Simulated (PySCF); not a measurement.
Ionisation energy of V²⁺ by level of theory

V²⁺ [Ar] 3d3 (4F) → V³⁺ [Ar] 3d2 (3F), as a difference of total energies. All numbers are calculated (PySCF 2.14, no relativity, point nucleus, in def2-QZVPPD). Correlated levels: valence: [Ar] frozen. The calculations carry no spin-orbit coupling.

```
           method  ionisation energy (eV)  difference from reference (eV)
              UHF                  28.356                          -0.955
    MP2 (valence)                  28.752                          -0.559
SCS-MP2 (valence)                  28.488                          -0.823
   CCSD (valence)                  28.817                          -0.494
CCSD(T) (valence)                  28.820                          -0.491
```

Reference: 29.311 eV (measured; NIST Atomic Spectra Database, ionization energies).

These non-relativistic numbers lack the scalar-relativistic shift.

The reference lies between the lowest fine-structure levels, while these numbers refer to the centres of the terms.

Errors of the correlated levels include the incompleteness of this basis and the frozen core.
